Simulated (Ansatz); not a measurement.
C2H6FMoNO2 (`C[N](C)[Mo](=[O])(=[O])[F]`). Total charge 0; spin multiplicity 1. Correlated methods include outer-core shells of Mo, which these sets cover unevenly. Mo takes the def2 core potential.

Cartesian coordinates in Å:
```
C 0.435 1.194 -0.838
N -0.047 0.119 0.006
C -0.779 0.575 1.170
Mo 0.359 -1.715 -0.309
O 0.449 -2.484 1.183
O 1.824 -1.782 -1.130
F -1.002 -2.455 -1.340
H -0.408 1.757 -1.254
H 1.032 0.804 -1.661
H 1.055 1.886 -0.255
H -1.688 1.105 0.863
H -0.163 1.262 1.762
H -1.066 -0.265 1.803
```

(1) Give the diagnostics of a CCSD(T)/def2-TZVPP run (frozen core, Ansatz). (Estimate.)

Answers

(1) Computed: T1 = 0.0224, largest single amplitude 0.065, largest double 0.048, (T) share of the correlation energy 5.4 %, 14 CCSD cycles. The RHF solution is stable towards an unrestricted one. T1 lies over the customary mark of 0.02 for closed shells; compounds of d metals often pass it without a breakdown.
